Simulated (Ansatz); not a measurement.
Computed with Ansatz on PBE0-D4/def2-TZVP structures; ΔE is electronic, products minus reactants. CBS: MP2 limit from def2 TZ/QZ plus the TZ coupled-cluster correction, frozen cores. This one scheme is used for every species. Functionals use def2-TZVPP. B3LYP here is the variant with VWN-RPA as its local correlation; programs differ in this. Elements past krypton have def2 core potentials. For Te outer-core shells are correlated without core-valence functions, which leaves a few kJ/mol of doubt a bond. Each species was taken in one conformer, which may not be the lowest.

Reaction (formal exchange of groups at a Te–Al bond): `[SiH3][NH][AlH][TeH]` + `C=CCl` → `C=C(Cl)[TeH]` + `[AlH2][NH][SiH3]`

| level | ΔE (kcal/mol) |
| --- | --- |
| PBE | 37.4 |
| B3LYP | 37.7 |
| MP2/def2-TZVPP | 37.2 |
| CCSD/def2-TZVPP | 38.3 |

(1) What does CCSD(T)/CBS give? (An estimate is asked.)

Largest T1 diagnostic among the species: 0.011.

Results:

(1) Computed: +37.9 kcal/mol. The listed levels differ from it by -0.5, -0.2, -0.7, 0.4 kcal/mol.

From PBE to PBE0 (25 % exact exchange), in def2-TZVPP and without D4, ΔE moves by +2.0 kcal/mol. In def2-TZVPP, CCSD(T) changes the Hartree–Fock value by −4.0 kcal/mol (the triples alone add −0.8 kcal/mol) and MP2 by −4.3 kcal/mol.
